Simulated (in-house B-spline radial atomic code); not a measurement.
Ionising the copper ion Cu⁶⁺ with different functionals

Computed with an all-electron radial atomic-structure program (B-spline basis): four-component Dirac-Coulomb Hamiltonian, Fermi nucleus of rms radius 3.8823 fm, spin-restricted, spherical fractional occupations for the functionals, and exact exchange of hybrids averaged over the configuration. The ionisation energy is the difference of two self-consistent energies, [Ar] 3d5 → [Ar] 3d4, without Breit or QED terms; ε is the level of the shell that loses the electron (mean over j). The electron is taken from both j subshells in proportion to 2j + 1, so the result is a j average, not the step between ground levels.

| method | rung | ΔSCF (eV) | -ε(3d) (eV) |
| --- | --- | --- | --- |
| B3LYP | global hybrid | 136.11 | 125.29 |
| B97-1 | global hybrid | 135.97 | 125.31 |
| wB97X | range-separated hybrid | ? | ? |
| HSE06 | range-separated hybrid | ? | ? |

(1) What does wB97X give?

(2) What does HSE06 give?

(3) Among the functionals, which spreads more, the ΔSCF values or the orbital energies?

(4) How do they compare with the NIST value?

Answers

(1) ΔSCF 135.66 eV, and -ε(3d) = 127.88 eV.

(2) ΔSCF 135.91 eV, and -ε(3d) = 125.49 eV.

(3) The orbital energies: ΔSCF values span about 0.45 eV and the orbital energies 2.59 eV; here energy differences depend much less on the functional than eigenvalues do.

(4) NIST lists 139 eV ± 1.2 (semi-empirical, ground level to ground level). Errors run from -3.34 to -2.89 eV. The correlated functionals all miss on the same side by more than they spread, so the cause is common to them (Breit-QED terms, spin polarisation, the choice among j levels, multiplet and fine-structure energies, or a listed next ion that isn't the cheapest removal here) and closeness doesn't rank the functionals.
